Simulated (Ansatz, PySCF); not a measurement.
Pulling on the Ge3–H4 bond in BeFGeH3 (SMILES [F][Be][GeH3]) (multiplicity 1 held, fragments rigid). Energies count from the point at 1.542 Å.
Geometry at that point (charge 0, multiplicity 1):
```xyz
6

Be    -0.34700     0.98817    -0.89659
F     -0.69229     1.97146    -1.78875
Ge     0.20509    -0.58403     0.52991
H      1.10832    -1.65942    -0.10772
H      0.97519    -0.02594     1.74413
H     -1.02770    -1.32131     1.09162
```

U- levels take the lowest unrestricted solution at each point, which mixes spins at long bonds. Active spaces are followed from a long bond inwards. Left out are points that failed, MP2 points in a non-variational dive below the minimum, coupled-cluster points behind a sign of a changed root (a jump of the amplitudes, or a one-step jump against full CI or MRCI), small-basis points behind a change of solution, and semi-empirical points at long bonds. Levels need not reach the same state.

Correlated levels freeze the cores. Filled d and f shells under p-block atoms count as core. Rows in LANL2DZ carry no dispersion term and start afresh at each structure. LANL2DZ brings its own core potentials from Na on.

Programs: Ansatz (Gaussian basis) for Hartree–Fock, density functionals and correlated methods; PySCF for LANL2DZ rows. 

Energies in eV.

```tsv
R (Å)	U-PBE/cc-pVTZ	R-BP86/LANL2DZ	U-B3LYP/cc-pVTZ	U-CCSD(T)/cc-pVTZ	FIC-MRCISD+Q on CASSCF(2,2)/cc-pVTZ
1.234	1.28	1.36	1.25	1.34	1.33
1.388	0.26	0.30	0.24	0.27	0.27
1.542	0.00	0.00	0.00	0.00	0.00
1.697	0.14	0.11	0.16	0.14	0.15
1.851	0.47	0.42	0.51	0.49	0.49
2.082	1.09	1.03	1.17	1.15	1.15
2.314	1.74	1.67	1.85	1.81	1.79
2.699	2.67	2.63	2.80	2.74	2.66
3.085	3.21	3.37	3.28	3.30	3.18
3.547	3.43	3.99	3.50	3.53	3.47
4.164	3.49	4.49	3.59	3.58	3.58
4.936	3.50	left out	3.61	3.59	3.61
```

Doubts at one or more of the structures used: a spin-contaminated determinant (U-PBE/cc-pVTZ, U-B3LYP/cc-pVTZ, U-CCSD(T)/cc-pVTZ); T1 above 0.05 (U-CCSD(T)/cc-pVTZ).

Ansatz is a quantum-chemistry and plane-wave program.
